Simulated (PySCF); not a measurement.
# [Nd(O2)]+ at several levels of theory

Computed with PySCF 2.14.0 (density fitting, no spin-orbit coupling) at the geometry relaxed with B3LYP:

```xyz
3
[Nd(O2)]+ (singlet in the valence; each metal's 4f electrons, 3 of them, lie in its core potential, out of spins and levels)
Nd    0.0000    0.0000   -0.2204
O     0.7441    0.0000    1.6642
O    -0.7441    0.0000    1.6642
```

```json
{"level": "B3LYP", "basis": "Nd lcecp-1-SVP with ECP49, O def2-SVP", "state": "singlet", "HOMO (eV)": "-11.92", "gap (eV)": "4.06", "charge on Nd1 (e)": "1.39", "population of f-type functions on Nd1 (polarisation alone where 4f lies in the core)": "0.09", "dipole about the centre of mass (D)": "7.91", "largest force component (eV/Å)": "0.00"}
{"level": "PBE", "basis": "the same", "state": "singlet", "HOMO (eV)": "-10.82", "gap (eV)": "2.61", "charge on Nd1 (e)": "1.30", "population of f-type functions on Nd1 (polarisation alone where 4f lies in the core)": "0.09", "dipole about the centre of mass (D)": "7.17", "largest force component (eV/Å)": "0.30"}
{"level": "B3LYP", "basis": "Nd lcecp-1-TZVP with ECP49, O def2-TZVP", "state": "singlet", "HOMO (eV)": "-11.81", "gap (eV)": "4.02", "charge on Nd1 (e)": "1.66", "population of f-type functions on Nd1 (polarisation alone where 4f lies in the core)": "0.09", "dipole about the centre of mass (D)": "8.04", "largest force component (eV/Å)": "0.44"}
```

In the lcecp rows the 4f levels are missing from HOMO and gap, and the state counts the valence alone.

Charges are Mulliken's, which hang on the basis. The relaxation used the grid (50, 194), these runs (75, 302) or, all-electron (x2c bases, spin-free X2C Hamiltonian), (99, 590).

Task: A further run in the first row's basis gives HOMO (eV) -14.35, gap (eV) 8.98, charge on Nd1 (e) 1.45, population of f-type functions on Nd1 (polarisation alone where 4f lies in the core) 0.10, dipole about the centre of mass (D) 8.65, largest force component (eV/Å) 0.85. Which level was it?
A. wB97X
B. CAM-B3LYP
C. BLYP

Result: A. The others give HOMO -10.70 eV (BLYP); -13.46 eV (CAM-B3LYP).

In the first row's basis the gap widens with exact exchange: 2.4 to 2.6 eV for BLYP, PBE (none); 4.1 eV for B3LYP (a fixed share); 6.7 to 9.0 eV for CAM-B3LYP, wB97X (rising or full at long range).

An lcecp potential fixes the number of 4f electrons, so in runs with it no electron can move into or out of that shell.
